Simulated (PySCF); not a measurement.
Tc²⁺: ionisation energy

Tc²⁺ [Kr] 4d5 (6S) → Tc³⁺ [Kr] 4d4 (5D), as a difference of total energies. All numbers are calculated (PySCF 2.14, the spin-free X2C one-electron Hamiltonian (Gaussian nucleus), in ANO-RCC-VTZP (7s6p4d2f1g, 68 functions)). Correlated levels: valence: [Kr] frozen; valence and next inner shell: [Ar] 3d10 frozen. The calculations carry no spin-orbit coupling.

```tsv
method	ionisation energy (eV)	plus first-order spin-orbit estimate	difference from reference of that sum (eV)
UHF	28.854	28.656	-0.894
LDA	30.208	30.010	+0.460
PBE	30.025	29.827	+0.277
PBE0	29.979	29.781	+0.231
r2SCAN	30.032	29.834	+0.284
M06-2X	29.700	29.502	-0.048
M06	29.707	29.509	-0.041
B97-3	29.688	29.490	-0.060
MP2 (valence)	29.500	29.302	-0.248
SCS-MP2 (valence)	29.069	28.871	-0.679
MP2 (valence and next inner shell)	29.855	29.657	+0.107
SCS-MP2 (valence and next inner shell)	29.490	29.292	-0.258
```

Reference: 29.55 eV (semi-empirical (NIST evaluation); NIST Atomic Spectra Database, ionization energies).

A first-order spin-orbit estimate (lowest level to lowest level, LS coupling) adds -0.198 eV.

Errors of the correlated levels include the incompleteness of this basis and the frozen core.
